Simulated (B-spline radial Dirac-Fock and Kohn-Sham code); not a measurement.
Core-level shifts of holmium with charge state

These are calculated numbers from a radial B-spline solver; the model is Dirac-Fock energy differences between relaxed states, corrected for Breit and QED terms. Each ion is free and in its tabulated ground configuration. Correlation and solid-state effects are left out.

Reference: Ho³⁰⁺, [Kr] 4d1, with L1 10542.4 eV, M1 3239.0 eV, M2 3031.6 eV, M4 2498.4 eV, M5 2459.0 eV. Shifts from it, in eV (a dash: the subshell is empty, belongs to an open shell averaged over j, or its hole state is left out as unreliable):

```
  ion      configuration      L1      M1      M2      M4      M5
Ho³¹⁺  [Ar] 3d10 4s2 4p6   +64.6   +58.6   +59.0   +59.3   +59.2
Ho³²⁺  [Ar] 3d10 4s2 4p5  +130.1  +117.5  +117.9  +119.4  +119.1
Ho³³⁺  [Ar] 3d10 4s2 4p4  +196.4  +177.0  +177.6  +180.2  +179.7
Ho³⁴⁺  [Ar] 3d10 4s2 4p3  +263.7  +237.3       –  +241.6  +241.0
Ho³⁵⁺  [Ar] 3d10 4s2 4p2  +331.8  +298.2  +298.7  +303.8  +303.1
Ho³⁶⁺  [Ar] 3d10 4s2 4p1  +400.8  +359.7  +360.4  +366.7  +365.8
Ho³⁷⁺      [Ar] 3d10 4s2  +470.7  +421.9  +422.7  +430.3  +429.2
Ho³⁸⁺      [Ar] 3d10 4s1  +539.6       –  +486.6  +495.2  +494.0
```
